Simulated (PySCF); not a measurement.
PySCF was given this input:
```python
from pyscf import gto, scf, dft

mol = gto.M(
    atom='''
Ge    0.01682949    0.00687689    1.03311619
Br    1.00009172   -1.51961211   -0.47860423
Br   -1.01547868    1.51332467   -0.46595914
''',
    basis='cc-pvdz',
    verbose=4,
    symmetry=True,
)

mf = dft.RKS(mol)
mf.xc = 'b3lyp'
mf.kernel()
mf.analyze()
```

### Question
What is the computed total energy (B3LYP/cc-pVDZ (PySCF))?

### Answer
-7225.4220 Eh

### Question
What is the computed HOMO energy (B3LYP/cc-pVDZ)?

### Answer
-7.53 eV

### Question
Predict the HOMO-LUMO gap from B3LYP/cc-pVDZ.

### Answer
4.15 eV

### Question
What dipole moment does B3LYP/cc-pVDZ give?

### Answer
1.98 D

### Question
Predict the nuclear repulsion energy from B3LYP/cc-pVDZ.

### Answer
679.7088 Eh
